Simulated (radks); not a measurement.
The numbers below are computed, except where a source is named.
Valence configurations of Ne II (all share [He]). Code: a radial shooting solver on a logarithmic mesh with Libxc functionals. Model: non-relativistic Kohn-Sham, r2SCAN, spin-polarised, spherical densities, point nucleus; open shells are filled with parallel spins first; meta-GGA in the generalised Kohn-Sham scheme. Energies are relative to 2s2 2p5; eigenvalues in eV for spin up.

2s2 2p5: E (eV) 0.000; moment (Bohr magnetons) 1; e(2p) -34.256; e(2s) -58.803
2s1.5 2p5.5: E (eV) 12.325; moment (Bohr magnetons) 1; e(2p) -34.337; e(2s) -59.000
2s1 2p6: E (eV) 24.562; moment (Bohr magnetons) 1; e(2p) -34.422; e(2s) -59.203

NIST lists [He] 2s2 2p5 as the ground configuration; this level of theory agrees among the configurations tried. The energies are those of spherical high-spin densities, not of single terms.
